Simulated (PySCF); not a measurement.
A PySCF script (with the pyscf-properties extension) for the NMR shieldings of `C#CCC#[C][AlH][C]#CC`, C$_{8}$H$_{7}$Al, on a GFN2-xTB geometry:

```python
import basis_set_exchange as bse
import numpy as np
from pyscf import gto, dft
from pyscf.prop import nmr

atoms = """
C    -4.304612    0.923960    1.018544
C    -3.888569    0.221036    0.145028
C    -3.336226   -0.611324   -0.909730
C    -1.950905   -0.241323   -1.160707
C    -0.795847    0.082364   -1.359845
Al    1.055244    0.604415   -1.628851
C     2.459879    0.556724   -0.295239
C     3.304951    0.533313    0.579857
C     4.310158    0.501597    1.620530
H    -4.687272    1.531023    1.782924
H    -3.923524   -0.480465   -1.826140
H    -3.387098   -1.664488   -0.608742
H     1.428967    1.108096   -3.040529
H     4.657542   -0.520614    1.773799
H     5.160514    1.125072    1.342799
H     3.889198    0.874526    2.554892
"""
names = dict.fromkeys(["C", "Al", "H"], "pcSseg-1")
basis = {el: gto.basis.parse(bse.get_basis(n, elements=[el], fmt="nwchem")) for el, n in names.items()}
mol = gto.M(atom=atoms, basis=basis, charge=0, verbose=0)
mf = dft.RKS(mol, xc="PBE0")
mf.grids.level = 2
mf.grids.alignment = dft.numint.BLKSIZE   # the property module wants whole blocks of grid points
mf.conv_tol = 1e-9
mf.kernel()

calc = nmr.RKS(mf)   # GIAO
C = mf.mo_coeff
Co = C[:, mf.mo_occ > 0]
resp = mf.gen_response(singlet=True, hermi=2)
def vind(x):   # induced exchange potential for any number of trial vectors
    d = np.einsum("pi,xij,qj->xpq", C, 2 * x.reshape(-1, C.shape[1], Co.shape[1]), Co, optimize=True)
    return np.einsum("xpq,pi,qj->xij", resp(d - d.transpose(0, 2, 1)), C, Co, optimize=True).ravel()
mo1, _ = nmr.rhf.solve_mo1(calc, with_cphf=vind)
sigma = calc.kernel(mo1)
for i, s in enumerate(sigma):   # ppm
    print("%2d %-2s %9.2f" % (i, mol.atom_pure_symbol(i), np.trace(s) / 3))
```

Problem. What does it print?

Solution. 
```
 0 C     110.39
 1 C     104.70
 2 C     173.68
 3 C      73.60
 4 C      89.72
 5 Al    379.84
 6 C      92.12
 7 C      68.98
 8 C     180.31
 9 H      30.21
10 H      28.35
11 H      28.36
12 H      27.25
13 H      29.59
14 H      29.60
15 H      29.56
```

These numbers come from an equivalent density-fitted implementation of the same equations, which agrees with the script to about 0.01 ppm for H and up to a few tenths of a ppm for heavy atoms, so last digits may differ.

Size and cost of the density-fitted run: 195 basis functions, 24 s wall time on 1 thread of an Intel Xeon 6975P-C, shared host; peak memory 0.79 GiB.
